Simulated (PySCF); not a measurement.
## Correlation energy of Nb (niobium, neutral)

[Kr] 4d3 5s2, high-spin 4F determinant (an excited configuration). Computed with PySCF 2.14 in aug-cc-pwCVTZ-PP with ECP28MDF, with a scalar-relativistic core potential. Frozen: 4s2 4p6; 5 electrons correlated.

MP2 pair energies summed by pair of shells (mhartree):

```csv
pair,energy,share (%)
4d-5s,-32.15,46.6
5s-5s,-20.10,29.2
4d-4d,-16.68,24.2
```

Total MP2 correlation energy: -68.93 mhartree.

Same-spin part -29.03 and opposite-spin part -39.91 mhartree; SCS-MP2 scales them by 1/3 and 6/5 to -57.56 mhartree.
